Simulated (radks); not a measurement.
K+, configuration [Ar] (the NIST ground configuration).

Calculated with a radial shooting solver on a logarithmic mesh with Libxc functionals: non-relativistic Kohn-Sham, LDA (Slater exchange, VWN5 correlation), spin-polarised, spherical densities, point nucleus.

Energy parts (eV):
part                      energy
total                 -16273.484
kinetic                16245.797
electron-nucleus      -38550.924
Hartree                 6889.885
exchange-correlation    -858.243

Orbitals (lengths in bohr, moments of r in powers of bohr; <r^-3> diverges for s and p1/2; r(max) is where P^2 peaks):
orbital,occ.,eigenvalue (eV),<r^2>,r(max),<r^-3>
1s,2,-3500.553,0.008973,0.05365,-
2s,2,-355.5637,0.1816,0.3211,-
2p,6,-286.0338,0.1536,0.2633,151.8
3s,2,-41.0369,1.883,1.081,-
3p,6,-24.9901,2.421,1.154,14.49
4s,0,-6.0886,18.66,3.454,-
3d,0,-3.9411,10.95,1.752,0.4590
4p,0,-3.6396,32.21,4.386,1.114

The highest occupied level is 3p at -24.990 eV. Virial ratio -V/T = 2.00170. Summed over all electrons, <r^2> = 19.59 bohr^2, which gives a Langevin (diamagnetic) susceptibility term of -15.5 x 10^-6 cm^3/mol. The electron density at the nucleus is 4515 e/bohr^3.
